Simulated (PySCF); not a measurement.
CH₃AlF₂, SMILES [F][Al]([CH3])[F].

Geometry optimised at B3LYP-D3(BJ)/def2-SVP. The isomer is the one that the SMILES or the coordinates give; other isomers of the formula were not compared.

Computed with IEF-PCM-M06-2X/def2-SVP (PySCF).

The values are the electrostatic part of the solvation free energy, E(continuum) − E(gas) at the gas-phase geometry, in a cavity of scaled van der Waals radii (PySCF's table); cavitation and dispersion terms are not included. A continuum can't describe solvent molecules that bind to the metal. In vacuum the orbital gap is 10.75 eV. The dipole moment in vacuum is 2.34 D.

Computed values in water (ε = 78.36), N,N-dimethylformamide (ε = 37.22), diethylether (ε = 4.24):
```json
[
 {"solvent": "water", "ε": "78.36", "ΔG(elec) (kcal/mol)": "-7.8", "dipole (D)": "2.57", "gap (eV)": "10.69"},
 {"solvent": "N,N-dimethylformamide", "ε": "37.22", "ΔG(elec) (kcal/mol)": "-7.7", "dipole (D)": "2.57", "gap (eV)": "10.69"},
 {"solvent": "diethylether", "ε": "4.24", "ΔG(elec) (kcal/mol)": "-5.4", "dipole (D)": "2.52", "gap (eV)": "10.70"}
]
```
